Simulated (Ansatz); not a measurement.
Species: AlHF₂, charge 0, singlet. AlHF2 (SMILES [F][AlH][F]).
B3LYP-D3(BJ)/def2-TZVP minimum from Ansatz (a first-principles code):
```xyz
4

Al    -0.2978    -0.2028    -0.2316
H     -1.3780    -0.9383    -1.0715
F     -0.2321     1.4395    -0.1864
F      0.8154    -1.0423     0.6399
```
Charge 0, spin multiplicity 1.

Total energies in cc-pV(T+d)Z, 18 correlated electrons, 7 frozen orbitals. UHF or UKS for unpaired electrons; spin-orbit terms are left out. Cores are frozen in correlated methods. No relativity.

| method | program | energy (Eh) | minus CCSDT(Q) (mEh) |
|---|---|---|---|
| HF | Ansatz | -441.62066 | 607.74 |
| MP2 | Ansatz | -442.20676 | 21.64 |
| CCSD | Ansatz | -442.21163 | 16.77 |
| CCSD(T) | Ansatz | -442.22764 | 0.76 |
| CCSDT(Q) | Ansatz | -442.22840 | 0.00 |
